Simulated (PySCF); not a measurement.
**Bi₂: one state, many levels of theory**

State: ¹Σg⁺ (singlet), closed shell. Set-up: basis Bi cc-pVDZ-PP with ECP60; scalar-relativistic core potentials; PySCF 2.14. De refers to Bi + Bi in their high-spin ground configurations, without counterpoise correction. Levels whose curve was spin-contaminated or gave no clean fit are not listed.

```
      Level  Re (Å)  ωe (cm⁻¹)  De (eV)
    RHF-MP2   2.741        158     1.95
RHF-SCS-MP2   2.732        163     1.76
   RHF-CCSD   2.678        192     1.35
RHF-CCSD(T)   2.710        176     1.71
        PBE   2.670        195     2.74
      M06-L   2.686        192     3.45
        M06   2.688        195     3.91
```

(1) Which functional lies closest to RHF-CCSD(T) in De, which farthest, and by how much do they differ from it?

Correlated steps freeze 8 core orbitals. Closed-shell solutions of metal pairs were not tested for spin polarisation, which can lower them a little. Correlated levels converge slowly with the basis: in double zeta they bind strong bonds too weakly, by up to about 1 eV, and carry superposition errors of some tenths. Spin–orbit coupling is left out, which matters for elements this heavy, above all for dissociation energies. Where the molecule has an RHF reference, its open-shell atoms are computed with UHF.

The whole job (state search and all levels along the bond) took about 2.8 min on 1 thread of Arm Neoverse N1 (shared host), peak memory 0.53 GiB.

Results:

(1) Closest is PBE (-4.0 pm in Re, +10.8 % in ωe, +1.03 eV in De against RHF-CCSD(T) in the same basis), farthest M06 (-2.2 pm in Re, +10.8 % in ωe, +2.20 eV in De). CCSD(T) converges more slowly with the basis than the functionals do and binds too weakly in this one, so the order can change at the basis-set limit.
